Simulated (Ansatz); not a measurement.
The cluster Ga3H6⁺, relaxed as a singlet with RKS PBE0-D4/def2-SVP in Ansatz, starting from the GFN2-xTB geometry. Force threshold 0.02 eV/Å.

The structure comes from a short search, and lower isomers may exist.

Start:

```xyz
9

Ga    1.0499    0.4179   -1.1781
Ga    0.3613   -1.2239    1.0086
Ga   -1.4089    0.8003    0.1656
H    -0.8843   -1.4810    2.1266
H    -1.5654    2.0194   -0.9965
H     2.4480   -0.5319   -1.1536
H     0.4546    1.7062   -2.0944
H    -2.3357    0.1842    1.4424
H     1.8805   -1.8912    0.6793
```

| step | energy (eV) | largest force component (eV/Å) | SCF passes |
| --- | --- | --- | --- |
| 1 | -157180.9228 | 1.586 | 13 |
| 2 | -157181.7304 | 0.444 | 16 |
| 3 | -157181.7568 | 0.086 | 17 |
| 4 | -157181.7714 | 0.159 | 17 |
| 5 | -157181.8386 | 0.347 | 17 |
| 6 | -157181.9790 | 0.407 | 16 |
| 7 | -157182.1885 | 0.316 | 17 |
| 8 | -157182.3329 | 0.385 | 17 |
| 9 | -157182.4266 | 0.231 | 18 |
| 10 | -157182.4634 | 0.098 | 17 |
| 11 (rejected) | -157182.4597 | 0.206 | 18 |
| 13 | -157182.4909 | 0.042 | 17 |
| 15 | -157182.5658 | 0.295 | 18 |
| 17 | -157182.7072 | 0.279 | 17 |
| 19 | -157182.8124 | 0.384 | 17 |
| 21 | -157183.0037 | 0.483 | 17 |
| 23 (rejected) | -157183.0119 | 0.702 | 17 |
| 25 | -157183.0639 | 0.119 | 18 |
| 27 | -157183.0713 | 0.089 | 17 |
| 29 | -157183.1051 | 0.281 | 17 |
| 31 | -157183.1941 | 0.178 | 17 |
| 33 | -157183.3098 | 0.302 | 17 |
| 35 | -157183.3626 | 0.436 | 17 |
| 37 | -157183.4552 | 0.270 | 18 |
| 39 | -157183.4835 | 0.445 | 18 |
| 41 | -157183.4985 | 0.139 | 18 |
| 43 | -157183.5023 | 0.037 | 17 |
| 44 | -157183.5027 | 0.013 | 17 |

Force components are those of the run's own axes.

End:

Cartesian coordinates in Å:
```
Ga 0.9373 0.7473 -0.9037
Ga 0.1407 -1.2384 0.5670
Ga -1.2556 1.3456 -0.0125
H 0.3222 -2.6302 1.1947
H -2.6186 1.9478 0.4209
H 0.2422 -0.9139 -1.1243
H 2.2128 0.9938 -1.7272
H -1.2440 -0.3128 0.8410
H 1.2630 0.0608 0.7440
```

Bonds formed: Ga1–H9, Ga2–H6, Ga2–H8 (atoms count from 1).

No frequencies were taken in this run, so the end may be a saddle point.

It took 1.8 min on 4 threads of Arm Neoverse V1 on a shared host.
